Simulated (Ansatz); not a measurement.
A search over several starts for the lowest SCF solution of V3⁻ at the given spin, in a small basis.

```yaml
crystal:
  periodic: [false, false, false]
  atoms:
    - {symbol: V, position_ang: [0.268426, 0.619286, -0.880946]}
    - {symbol: V, position_ang: [0.822620, -0.741356, 0.094459]}
    - {symbol: V, position_ang: [-1.091055, 0.122070, 0.786497]}
basis:
  gaussian: {orbitals: def2-SVP}
total_charge: -1
hamiltonian: {xc: pbe0, dispersion: d4}
output: {orbitals: {seedname: orbitals}}
```

```sh
$ ansatz run in.yaml --threads 2 --pin off --events-out ev --progress --plain --max-ram 4352MiB
```

It prints (some lines left out):

```
Functional definition: PBE0
  name "PBE0"
  cite "Adamo & Barone, J. Chem. Phys. 110, 6158 (1999) doi:10.1063/1.478522"
  cite "Perdew, Burke & Ernzerhof, Phys. Rev. Lett. 77, 3865 (1996) doi:10.1103/PhysRevLett.77.3865"
  parent pbe
  parameter a = 0.25
  parameter kappa = 0.804
  parameter beta = 0.06672455060314922
  exchange = (1 - a)*pbe_x(kappa = kappa, mu = beta*pi^2/3) + a*exact_x
  correlation = pbe_c(beta = beta)
1052 factors; integrals over basis functions are off by at most 1.1e-3 eV
mean field evaluation 1: about -76996.0483 eV, gradient 1.2e2 eV
mean field evaluation 2: about -76423.9960 eV, gradient 3.9e2 eV
mean field evaluation 4: about -76725.4924 eV, gradient 3.6e2 eV
mean field evaluation 8: about -77027.2235 eV, gradient 1.8e0 eV
mean field evaluation 16: about -77027.8576 eV, gradient 2.3e0 eV
mean field evaluation 32: about -77027.2521 eV, gradient 1.7e-1 eV
mean field evaluation 64: about -77026.5344 eV, gradient 1.2e1 eV
a density is far from that of the atoms, so the factors are made again for it
1107 factors; integrals over basis functions are off by at most 1.9e-4 eV
mean field -77027.93418141 eV, -2830.7243697576 hartree, gradient 1.1e-5 eV, S^2 0.000000; 0 other end points of the search recorded, 0 dependent functions left out
reference -77027.93420161 eV, -2830.7243705001 hartree; 35, 35 occupied and 58, 58 virtual orbitals, 1107 factors
Total energy: -77028.01556742 eV, -2830.7273606386 hartree
```

It took 8 s on 2 threads of AMD EPYC 9R45 on a shared host.

A triplet lies near this restricted singlet, and broken spin symmetry wasn't tried. The highest occupied level of the charge -1 singlet lies above zero (up to 0.48 eV). Energy differences disagree on whether the electron is bound (positive means bound): -0.49 eV (vertical, against the charge 0 doublet, at PBE0-D4/def2-TZVPD), but 0.31 eV at PBE-D4/def2-TZVPD. At PBE0-D4/def2-TZVPD a triplet of charge -1 lies 1.37 eV below the restricted singlet at the same geometry. The structure comes from a short search, and lower isomers may exist.
